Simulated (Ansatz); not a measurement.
A structure relaxed at r2SCAN-D4/def2-SVP in Ansatz, charge 0, doublet:

Cartesian coordinates in Å:
```
Ta -0.157 0.373 0.344
O -1.297 -0.972 1.161
O 0.387 1.699 -0.969
O 1.151 0.428 -1.046
O -0.084 -1.528 0.509
```

Problem. Give its formula and point group.

Solution. the cluster TaO₄. Point group Cs (tolerance 0.1 Å).

Problem. Summarise the bond lengths by kind (pairs closer than 1.2 times the sum of covalent radii, bridged metal pairs left out).

Solution. 4 × O–Ta 1.91 to 1.94 Å; 2 × O–O 1.49 Å. The metal has 4 neighbours: O 1.94 Å, O 1.94 Å, O 1.91 Å, O 1.91 Å.

In the def2 sets Ta takes a core potential; there is no spin–orbit coupling. The structure holds 2 bonds between oxygen atoms, so isomers without such links may lie far lower. The relaxation made no stability test and no search for a lower SCF solution. No other spin state of charge 0 was run. Another isomer (doublet) lies 3.00 eV lower at PBE0-D4/def2-TZVP; other spin states weren't run for this one.
